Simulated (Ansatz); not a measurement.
Total energies of tetramethylammonium benzoate, `C[N+](C)(C)C.O=C([O-])c1ccccc1` from Ansatz at PBE0-D4/def2-SVP, gas phase (1 Eh = 27.2114 eV = 2625.5 kJ/mol). The reference geometry is relaxed at PBE-D4/def2-SVP.

```tsv
state	geometry	energy (Eh)
charge 0 singlet	reference	-633.41063
charge 1 doublet	reference	-633.12716
charge -1 doublet	reference	-633.35707
charge -1 doublet	relaxed at PBE-D4/def2-SVP	-633.35826
free C atom (triplet)	–	-37.76066
free N atom (quartet)	–	-54.47898
free H atom (doublet)	–	-0.50029
free O atom (triplet)	–	-74.92490
```

Problem. Work out the vertical ionisation energy to the doublet.

Solution. E(charge 1 doublet) − E(charge 0 singlet) = -633.12716 − (-633.41063) = 0.28347 Eh = 7.71 eV. For comparison, −ε of the highest occupied level is 5.79 eV at this level, 1.92 eV less.

Problem. Work out the vertical electron affinity, to the doublet.

Solution. E(charge 0 singlet) − E(charge -1 doublet) = -633.41063 − (-633.35707) = -0.05356 Eh = -1.46 eV; negative, so the extra electron isn't bound. The basis lacks diffuse functions, which makes affinities too small.

Problem. Give the fundamental gap IE − EA, the Mulliken electronegativity (IE + EA)/2 and the hardness (IE − EA)/2.

Solution. From the values in Eh: IE − EA = 0.28347 − (-0.05356) = 0.33703 Eh = 9.17 eV; (IE + EA)/2 = 3.13 eV; (IE − EA)/2 = 4.59 eV. The HOMO–LUMO gap of the same run is 5.99 eV, 3.18 eV smaller than the fundamental gap.

Problem. How much does the charge -1 doublet relax, and what is the adiabatic electron affinity?

Solution. Relaxation: -633.35707 − (-633.35826) = 0.00119 Eh = 0.03 eV. Adiabatic electron affinity: -0.05237 Eh = -1.43 eV, without zero-point energy. 

Problem. What is the binding energy per atom against free atoms?

Solution. Atoms: 11 × (-37.76066) + 1 × (-54.47898) + 17 × (-0.50029) + 2 × (-74.92490) = -628.20097 Eh. Binding: -628.20097 − (-633.41063) = 5.20966 Eh = 141.76 eV, or 4.57 eV for each of 31 atoms (no zero-point energy, no counterpoise term).

At PBE0-D4/def2-SVP the highest occupied level of the charge -1 doublet lies above zero (up to 2.72 eV). By energy differences it is unbound by 1.46 eV (vertical, against the charge 0 singlet, at PBE0-D4/def2-SVP) and held by the finite basis. At PBE0-D4/def2-SVP the highest occupied level of the relaxed charge -1 doublet lies above zero (up to 2.52 eV). By energy differences it is unbound by 1.43 eV (each at its own geometry, against the charge 0 singlet, at PBE0-D4/def2-SVP) and held by the finite basis.
